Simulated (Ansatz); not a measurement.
Species: LaF$_{3}$, charge 0, multiplicity 1. SMILES: [F][La]([F])[F]
Geometry: optimised at B3LYP-D3(BJ)/def2-TZVP (Ansatz, an electronic-structure program).

CCSD(T) with Ansatz in growing basis sets, 24 correlated electrons. Valence correlation only, unless marked. UHF or UKS for open shells. No spin-orbit coupling. The frozen core is the preceding noble-gas configuration, with the filled d and f shells of earlier blocks. In def2 rows, elements after Kr have scalar-relativistic effective core potentials. Costs are ratios of core time to the smallest set, on shared machines of one kind, and rough; they hold the program's checks for lower states.

```json
[
 {"basis": "def2-SVPD", "functions": "104", "cost over smallest": "1×", "E(corr) (Eh)": "-0.6765", "electronic atomisation energy (kcal/mol)": "448.8"},
 {"basis": "def2-TZVPPD", "functions": "179", "cost over smallest": "5×", "E(corr) (Eh)": "?", "electronic atomisation energy (kcal/mol)": "?"}
]
```

Problem. What does the step to def2-TZVPPD buy, and how does its cost grow by formal scaling?

Solution. Formally CCSD grows as o²v⁴ and (T) as o³v⁴; with o = 12 and v going from 85 to 160 both grow 13-fold in the last step, while integrals and the mean field grow more slowly. That step adds 183.7 mEh of correlation energy and 2.4 kcal/mol to the atomisation energy. Row: E(corr) (Eh) -0.8602, electronic atomisation energy (kcal/mol) 451.2.
